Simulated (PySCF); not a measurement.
Choosing a basis for TDDFT

Compound: B₃Cl₂H₄N.
Atom-mapped SMILES: `[BH2:1][NH:2][BH:3][B:4]([Cl:5])[Cl:6]` (hydrogens: H7, H8 on B1; H9 on N2; H10 on B3)

TDDFT with PBE0 (PySCF), vertical singlets, core orbitals frozen in the response, spherical d and f functions. The structure is a single PBE0-D3(BJ)/def2-SVP conformer in the gas phase; no vibrational or solvent corrections.

Q: How do the low singlets change with the basis? Take 6-31G*, def2-SVP, 6-31+G*, def2-SVPD, aug-cc-pVDZ, def2-TZVP and def2-TZVPD.

A: 

```csv
basis,functions,diffuse,S1 (eV),S2 (eV),S3 (eV),S4 (eV),S5 (eV),LUMO (eV),α (au)
6-31G*,100,no,5.18,5.30,5.92,6.28,6.46,-1.43,61.7
def2-SVP,112,no,5.11,5.26,5.98,6.14,6.25,-1.58,61.7
6-31+G*,124,yes,5.16,5.22,5.89,6.20,6.34,-1.69,70.0
def2-SVPD,166,yes,5.12,5.17,5.86,6.11,6.32,-1.75,77.8
aug-cc-pVDZ,182,yes,5.12,5.15,5.86,6.10,6.28,-1.73,78.1
def2-TZVP,222,no,5.11,5.14,5.85,6.13,6.29,-1.68,73.1
def2-TZVPD,276,yes,5.07,5.14,5.81,6.12,6.29,-1.71,78.8
```

States are compared by their number. Against the largest diffuse basis here (def2-TZVPD, itself not a converged limit), sets without diffuse functions differ by up to 0.12 eV in S1 and 0.17 eV in S5; the smaller diffuse sets differ by up to 0.10 and 0.05 eV. State by state, the largest deviation of a set without diffuse functions is S1 0.12, S2 0.16, S3 0.17, S4 0.16, S5 0.17 eV. The same number needn't mean the same state in each row. Against def2-TZVPD the polarisability deviates by -22% in 6-31G*, -22% in def2-SVP, -11% in 6-31+G*, -1% in def2-SVPD, -1% in aug-cc-pVDZ, -7% in def2-TZVP. A single + in a Pople set puts diffuse functions on heavy atoms only.
